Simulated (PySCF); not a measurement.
# How the method changes the shape and vibrations of BFH2NSi cation

Calculated results; nothing here was measured. They come from PySCF 2.14.0, an open-source quantum chemistry program, on an isolated molecule that a program drew, which may never have been made. The molecule is BFH2NSi cation (charge +1, singlet), drawn as the SMILES string `F[B+]N=[SiH2]`.

The geometry was optimised and harmonic frequencies were computed with HF and MP2, all in the cc-pV(D+d)Z basis, for the commonest isotopes, with a restricted reference for singlets and an unrestricted one otherwise, and a frozen core in MP2. Each result is a local minimum of its method.

Geometry at the HF minimum:
```xyz
6
BFH2NSi cation, angstrom
F    -1.2028    1.7774   -3.2590
B    -0.9376    1.1729   -2.1936
N    -0.6681    0.5592   -1.1111
Si   -0.3290   -0.2159    0.2531
H    -0.8680   -1.5488    0.4907
H     0.5192    0.4106    1.2589
```

Lengths of the bonds as drawn, in Å (atoms numbered as above):
| bond | HF | MP2 |
|---|---|---|
| F1-B2 | 1.253 | 1.274 |
| B2-N3 | 1.273 | 1.295 |
| N3-Si4 | 1.605 | 1.624 |
| Si4-H5 | 1.457 | 1.464 |
| Si4-H6 | 1.457 | 1.464 |

Rotational constants, in GHz:
| constant | HF | MP2 |
|---|---|---|
| A | 157.9 | 155.1 |
| B | 2.296 | 2.231 |
| C | 2.263 | 2.199 |

Harmonic frequencies in cm^-1, each column in rising order, so a row needn't be the same motion in every method:
```
rank    HF   MP2
   1   103    79
   2   131   117
   3   500   446
   4   524   478
   5   673   633
   6   747   705
   7   803   751
   8  1045   993
   9  1367  1301
  10  2139     ?
  11  2441  2375
  12  2480  2423
```

**Estimate the missing MP2 frequency from the HF column.**

A single factor s that minimises the squared misfit of MP2 against s times HF over the other rows is sum(HF x MP2) / sum(HF^2) = 0.9651, with an rms misfit of 22 cm^-1. For rank 10 it gives 0.9651 x 2139 = 2064 cm^-1. The calculation gives 2047 cm^-1, 17 cm^-1 below the estimate. The drawn bonds are on average 1.1 % longer in MP2 than in HF.
